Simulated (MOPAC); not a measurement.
MOPAC input (PM6):

```
PM6 PRECISE GNORM=0.05 LET XYZ UHF MS=0.5 GEO-OK AUX(PRECISION=9) THREADS=1
C4H2BrSe

Br    2.27667200 1   -0.59102400 1   -0.17203300 1
C     0.40717800 1   -0.27853600 1   -0.02591600 1
C    -0.51556600 1   -1.38042700 1    0.08147000 1
C    -1.77782400 1   -0.93428300 1    0.17352500 1
Se   -1.99636800 1    0.90979000 1    0.13986100 1
C    -0.11540900 1    0.96986900 1   -0.01766700 1
H    -0.20600000 1   -2.41456500 1    0.08485500 1
H     0.40873800 1    1.90782100 1   -0.08742600 1
```

From the output:

```
                                                       MOPAC v23.2.5 Linux

          FINAL HEAT OF FORMATION =         84.64407 KCAL/MOL =     354.15079 KJ/MOL

          COSMO AREA              =        140.81 SQUARE ANGSTROMS
          COSMO VOLUME            =        135.56 CUBIC ANGSTROMS

          GRADIENT NORM           =          0.01496          =       0.00529 PER ATOM
          IONIZATION POTENTIAL    =          9.197427 EV
          ALPHA SOMO LUMO (EV)    =         -9.197 -0.707
          BETA  SOMO LUMO (EV)    =         -9.237 -0.933
          NO. OF ALPHA ELECTRONS  =         16
          NO. OF BETA  ELECTRONS  =         15
          MOLECULAR WEIGHT        =        208.9238         POINT GROUP:  Cs

          MOLECULAR DIMENSIONS (Angstroms)

            Atom       Atom       Distance
           Se     5   Br     1     4.57386
            H     8    H     7     4.29971
            C     3    C     2     0.00000

          SCF CALCULATIONS        =         26

   ATOM   CHEMICAL          X               Y               Z
  NUMBER   SYMBOL      (ANGSTROMS)     (ANGSTROMS)     (ANGSTROMS)

     1      Br          2.28034014  *  -0.59853059  *  -0.17212644  *
     2       C          0.41908628  *  -0.26939364  *  -0.02715958  *
     3       C         -0.50473724  *  -1.40035867  *   0.08113329  *
     4       C         -1.73609909  *  -0.90646122  *   0.16928670  *
     5      Se         -2.02587687  *   0.91073251  *   0.14227911  *
     6       C         -0.12021723  *   0.97320025  *  -0.01736116  *
     7       H         -0.18178736  *  -2.43085857  *   0.08330608  *
     8       H          0.40712005  *   1.91231236  *  -0.08741748  *

                             CARTESIAN COORDINATES

   1   Br        2.280340140    -0.598530591    -0.172126437
   2    C        0.419086277    -0.269393638    -0.027159582
   3    C       -0.504737236    -1.400358672     0.081133291
   4    C       -1.736099086    -0.906461225     0.169286696
   5   Se       -2.025876870     0.910732515     0.142279110
   6    C       -0.120217232     0.973200248    -0.017361160
   7    H       -0.181787356    -2.430858566     0.083306081
   8    H        0.407120046     1.912312365    -0.087417481

           Empirical Formula: C4 H2 Br Se  =     8 atoms

      MOLECULAR POINT GROUP   :   Cs

          ALPHA EIGENVALUES
 -29.92670 -26.69257 -24.94452 -22.87643 -19.79705 -18.71272 -16.33709 -14.57701
 -13.99335 -13.69117 -12.21730 -11.58207 -11.21713 -10.51868 -10.00411  -9.19743
  -0.70730  -0.42289   0.06252   0.60482   1.01621   3.57800   4.39582   5.04726
   5.51145   5.80324 113.13631 113.15773 113.26655 113.26750 113.36691

           BETA EIGENVALUES
 -29.83155 -26.66024 -24.83206 -22.75924 -19.60081 -18.63031 -15.78708 -14.53282
 -13.90534 -13.31310 -12.20477 -11.34168 -11.01837 -10.06808  -9.23739  -0.93305
  -0.58845  -0.12879   0.57884   0.88635   1.15834   3.71380   4.41687   5.23622
   5.49720   5.78005 113.14158 113.14884 113.28392 113.28968 113.36518

              NET ATOMIC CHARGES AND DIPOLE CONTRIBUTIONS

  ATOM NO.   TYPE          CHARGE      No. of ELECS.   s-Pop       p-Pop       d-Pop
    1         Br          -0.076826        7.0768     1.98709     5.08210     0.00764
    2          C           0.053595        3.9464     1.10073     2.84567
    3          C          -0.268964        4.2690     1.11032     3.15864
    4          C          -0.033443        4.0334     1.24789     2.78555
    5         Se           0.233438        5.7666     1.98192     3.78465
    6          C          -0.300099        4.3001     1.13355     3.16654
    7          H           0.198538        0.8015     0.80146
    8          H           0.193762        0.8062     0.80624
 DIPOLE           X         Y         Z       TOTAL
 POINT-CHG.    -1.695     1.186     0.107     2.072
 HYBRID         0.972    -0.312    -0.072     1.023
 SUM           -0.724     0.875     0.035     1.136

          ATOMIC ORBITAL ELECTRON POPULATIONS

     Atom    s        px        py        pz      x^2-y^2     xz        z^2       yz        xy
    1 Br   1.98709   1.14896   1.96501   1.96812   0.00304   0.00111   0.00133   0.00007   0.00209
    2  C   1.10073   0.85346   0.95325   1.03896
    3  C   1.11032   0.96930   1.07205   1.11729
    4  C   1.24789   0.94713   0.89365   0.94477
    5 Se   1.98192   0.99382   0.97725   1.81358
    6  C   1.13355   0.99454   1.07035   1.10166
    7  H   0.80146
    8  H   0.80624

                    (SZ)    =    0.500000
                    (S**2)  =    0.839823

          ATOMIC ORBITAL SPIN POPULATIONS

    Atom   Total    s     px     py     pz   x^2-y^2  xz     z^2    yz     xy
         Atomic
    1 Br  0.0028  0.000 -0.003 -0.000  0.006  0.000  0.000  0.000 -0.000  0.000
    2  C  0.2085  0.025  0.023  0.032  0.128
    3  C -0.2615 -0.009 -0.025 -0.020 -0.207
    4  C  1.1877  0.154  0.483  0.307  0.243
    5 Se -0.0110  0.001 -0.007  0.003 -0.007
    6  C -0.1440  0.001  0.021 -0.008 -0.158
    7  H  0.0120  0.012
    8  H  0.0055  0.005

 **********************
 *                    *
 * JOB ENDED NORMALLY *
 *                    *
 **********************

 == MOPAC DONE ==
```

The geometry given is a B3LYP-D3(BJ)/def2-TZVP minimum.
